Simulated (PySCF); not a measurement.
# Bond curve of SbN

Set-up: basis Sb x2c-SVPall, N x2c-SVPall; spin-free X2C with a Gaussian nucleus; PySCF 2.14. Energies in eV from Sb + N in their ground configurations at the same level. State: ¹Σ⁺ (singlet), closed shell.

All columns are PBE0. A positive dipole means Sb(−)N(+).

```tsv
R (Å)	E (eV)	μ (D)	Mulliken charge on Sb (basis-dependent)	HOMO (eV)	LUMO (eV)	Mayer bond order	⟨S²⟩
1.584	-1.193	-3.31	0.42	-7.62	-1.83	2.89	0.00
1.658	-2.213	-3.42	0.41	-7.75	-2.06	2.88	0.00
1.732	-2.740	-3.50	0.40	-7.84	-2.28	2.88	0.00
1.787	-2.897	-3.54	0.40	-7.89	-2.44	2.88	0.00
1.842	-2.914	-3.42	0.38	-7.54	-2.67	2.66	0.22
1.897	-2.861	-3.24	0.36	-7.36	-2.75	2.40	0.49
1.971	-2.718	-3.03	0.34	-7.22	-2.82	2.10	0.80
2.063	-2.471	-2.80	0.31	-7.09	-2.87	1.80	1.12
2.174	-2.132	-2.59	0.27	-6.98	-2.90	1.53	1.41
2.321	-1.677	-2.37	0.23	-6.89	-2.91	1.25	1.70
```

⟨S²⟩ is raised (SbN 0.14), so spin contamination touches these numbers. ⟨S²⟩ of the unrestricted solution departs from its pure value on part of the curve, where spin states mix. These are scalar-relativistic numbers at best; spin–orbit coupling would shift them, the dissociation energy most.
